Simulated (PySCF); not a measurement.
Working out the ionisation energy of Ne⁺

Ne⁺ [He] 2s2 2p5 (2P) → Ne²⁺ [He] 2s2 2p4 (3P). All numbers are calculated (PySCF 2.14, no relativity, point nucleus, in def2-TZVPPD (6s4p3d1f, 40 functions)). Frozen: 1s2. Energies in hartree (1 hartree = 27.21139 eV):

```tsv
part	Ne⁺ (lower)	Ne²⁺ (upper)
UHF	-127.818690	-126.374923
CCSD correlation	-0.206155	-0.155285
(T)	-0.002327	-0.001410
```

Task: What does Hartree-Fock give?

Result: (-126.374923) − (-127.818690) = 1.443767 hartree = 39.287 eV.

Task: What do CCSD and CCSD(T) give?

Result: The CCSD correlation energies differ by 0.050870 hartree = 1.384 eV and the triples by 0.000917 hartree = 0.025 eV, so CCSD gives 40.671 eV and CCSD(T) 40.696 eV.

A first-order spin-orbit estimate adds -0.005 eV to CCSD(T) (valence), giving 40.691 eV against 40.963 eV (measured; NIST Atomic Spectra Database, ionization energies).

What remains against the reference includes basis incompleteness, the frozen core and higher excitations.
